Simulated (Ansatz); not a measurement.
`C[SiH2][SiH](F)Cl` + HI → `F[SiH](Cl)I` + `C[SiH3]`  (cleavage of the Si–Si bond)

Program: Ansatz. Geometries: PBE0-D4/def2-TZVP. ΔE: electronic, gas phase. CBS: MP2 limit from def2 TZ/QZ plus the TZ coupled-cluster correction, frozen cores. This one scheme is used for every species. DFT in def2-TZVPP. Elements past krypton have def2 core potentials. For I outer-core shells are correlated without core-valence functions, which leaves a few kJ/mol of doubt a bond. Each species was taken in one conformer, which may not be the lowest.

Problem. Is it downhill or uphill in electronic energy at CCSD(T)/CBS, and by how much? (An estimate is asked.)

Solution. Ansatz gave: Downhill: ΔE = -21.2 kcal/mol.

Problem. What do these levels give: ωB97X-V, r2SCAN, MP2/def2-TZVPP, SCS-MP2/def2-TZVPP, HF/def2-QZVPP, SCS-MP2/def2-QZVPP? (Estimate.)

Solution. Computed: ωB97X-V -19.6, r2SCAN -20.5, MP2/def2-TZVPP -22.9, SCS-MP2/def2-TZVPP -22.1, HF/def2-QZVPP -22.7, SCS-MP2/def2-QZVPP -23.0 kcal/mol.

Largest T1 diagnostic among the species: 0.011.

From PBE to PBE0 (25 % exact exchange), in def2-TZVPP and without D4, ΔE moves by −1.1 kcal/mol.
